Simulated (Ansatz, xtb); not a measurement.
# Two isomers of C4H10BF

We compare a, `CCCB(C)F`, a singlet, with b, `CB(F)C(C)C`, a singlet. Both are isolated molecules in the gas phase, relaxed with PBE0-D3(BJ)/def2-SVP; the shapes shown needn't be the lowest conformers.

a (Å):

```yaml
atoms:
  - { symbol: C, position_ang: [-1.2914, 0.2504, -0.3442] }
  - { symbol: C, position_ang: [0.7266, -0.2494, -2.2325] }
  - { symbol: C, position_ang: [-1.0717, -1.0843, 0.3626] }
  - { symbol: C, position_ang: [-1.6592, -2.2634, -0.3988] }
  - { symbol: B, position_ang: [-0.5633, 0.4769, -1.7179] }
  - { symbol: F, position_ang: [-1.0824, 1.4143, -2.5225] }
  - { symbol: H, position_ang: [-2.3690, 0.4606, -0.4676] }
  - { symbol: H, position_ang: [-0.9212, 1.0812, 0.2920] }
  - { symbol: H, position_ang: [1.2440, -0.8516, -1.4734] }
  - { symbol: H, position_ang: [1.4340, 0.4705, -2.6742] }
  - { symbol: H, position_ang: [0.4338, -0.9282, -3.0539] }
  - { symbol: H, position_ang: [-1.5128, -1.0501, 1.3731] }
  - { symbol: H, position_ang: [0.0086, -1.2489, 0.5182] }
  - { symbol: H, position_ang: [-1.2072, -2.3635, -1.3992] }
  - { symbol: H, position_ang: [-2.7453, -2.1419, -0.5418] }
  - { symbol: H, position_ang: [-1.4981, -3.2141, 0.1319] }
```

b (Å):

```yaml
atoms:
  - { symbol: C, position_ang: [-0.8738, -0.6580, -0.3844] }
  - { symbol: C, position_ang: [0.4397, -0.4848, -1.1393] }
  - { symbol: C, position_ang: [1.6449, -0.8828, -0.2727] }
  - { symbol: C, position_ang: [0.0154, 2.2764, -1.1481] }
  - { symbol: B, position_ang: [0.7035, 0.9740, -1.6791] }
  - { symbol: F, position_ang: [1.6132, 1.0922, -2.6538] }
  - { symbol: H, position_ang: [-1.0064, -1.6967, -0.0399] }
  - { symbol: H, position_ang: [-1.7456, -0.4042, -1.0077] }
  - { symbol: H, position_ang: [-0.9124, -0.0139, 0.5095] }
  - { symbol: H, position_ang: [0.4396, -1.1505, -2.0232] }
  - { symbol: H, position_ang: [1.7308, -0.2355, 0.6166] }
  - { symbol: H, position_ang: [2.5917, -0.8135, -0.8296] }
  - { symbol: H, position_ang: [1.5451, -1.9188, 0.0909] }
  - { symbol: H, position_ang: [0.4719, 3.1991, -1.5325] }
  - { symbol: H, position_ang: [0.0096, 2.3026, -0.0462] }
  - { symbol: H, position_ang: [-1.0477, 2.2649, -1.4477] }
```

Quicker runs give these differences E(b) − E(a): GFN2-xTB +1.40 kcal/mol; HF/STO-3G +0.62 kcal/mol (at GFN2-xTB geometries); r2SCAN-D4/def2-SVP +1.64 kcal/mol (at GFN2-xTB geometries).

Problem. Estimate E(b) − E(a) at the level CCSD(T)/def2-SVP + ΔMP2/def2-TZVPP.

Solution. Too close to call at this level: CCSD(T)/def2-SVP + ΔMP2/def2-TZVPP gives E(b) − E(a) = +0.75 kcal/mol.

How the difference moves with the method:

| level | geometry | E(b) − E(a) (kcal/mol) | departure from the last row (kcal/mol) | job, with rough time for the two |
| --- | --- | --- | --- | --- |
| GFN2-xTB | GFN2-xTB | +1.40 | +0.66 | optimisation, 0.53 s |
| HF/STO-3G | GFN2-xTB | +0.62 | −0.12 | single point, 0.48 s |
| r2SCAN-D4/def2-SVP | GFN2-xTB | +1.64 | +0.90 | single point, 5.3 s |
| PBE0-D3(BJ)/def2-SVP | PBE0-D3(BJ)/def2-SVP | +1.36 | +0.61 | optimisation, 2.5 min |
| HF/def2-SVP | PBE0-D3(BJ)/def2-SVP | +1.55 | +0.81 | part of the CCSD(T) run |
| MP2/def2-SVP | PBE0-D3(BJ)/def2-SVP | +0.70 | −0.05 | part of the CCSD(T) run |
| CCSD(T)/def2-SVP | PBE0-D3(BJ)/def2-SVP | +0.78 | +0.04 | single point |
| CCSD(T)/def2-SVP + ΔMP2/def2-TZVPP | PBE0-D3(BJ)/def2-SVP | +0.75 |  | single point, 96 s |

As drawn, both hold the same kinds of bond in the same numbers. Structure a has 2 methyl groups, b 3.

The largest departure from CCSD(T)/def2-SVP + ΔMP2/def2-TZVPP is that of r2SCAN-D4/def2-SVP, 0.90 kcal/mol. The last row adds to CCSD(T) the change of the MP2 difference between the two basis sets, here −0.04 kcal/mol.

With harmonic frequencies from PBE0-D3(BJ)/def2-SVP (ideal gas, rigid rotor, one conformer each, 298.15 K, 1 atm): on the last row, ΔE + ΔZPE = +0.57 kcal/mol. A mode under 50 cm⁻¹ makes harmonic enthalpies and free energies unreliable, so none is given.

The correlated steps freeze 6 core orbitals. Codes used: Ansatz 0.2.0, xtb 6.7.1; the last row on 2 threads of Arm Neoverse V1 on a shared host.
